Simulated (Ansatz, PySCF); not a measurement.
Torsion H3–Si1–S2–H4 in H2SSi (SMILES [SiH]S); at each angle all else is relaxed with GFN2-xTB, and the levels are single points there.
Geometry at 180° (charge 0, multiplicity 1):
```csv
atom,x (Å),y (Å),z (Å)
Si,0.9916,0.6971,-0.4429
S,-0.9870,0.4653,0.4142
H,1.4963,-0.5077,0.2472
H,-1.5323,1.5298,-0.1608
```

On the grid 0° to 330°, 90° is the highest and 180° the lowest point at CCSD(T)/CBS(cc-pV(T+d)Z, cc-pV(Q+d)Z).

Cores are frozen in the correlated methods. CBS: X⁻³ extrapolation of the correlation energy, Hartree–Fock from the larger set.

Run with Ansatz (Gaussian basis) for Hartree–Fock, density functionals and correlated methods; PySCF for the dispersion terms. Values without a source in brackets are computed.

The comparison value is 17.63 kcal/mol (CCSD(T)/CBS(cc-pV(T+d)Z, cc-pV(Q+d)Z)). It is a level with limits of its own, not the exact answer.

Task: Order these levels by how close they come to the comparison value for the energy at 90° less that at 180°, closest first: BLYP/def2-TZVPP, PBE0-D3(BJ)/def2-TZVPP, B3LYP/def2-TZVPP. Give each level's value less the comparison value.

Result: B3LYP/def2-TZVPP (1.05 kcal/mol), PBE0-D3(BJ)/def2-TZVPP (1.21 kcal/mol), BLYP/def2-TZVPP (1.74 kcal/mol)

Ansatz is a program for electronic structure.
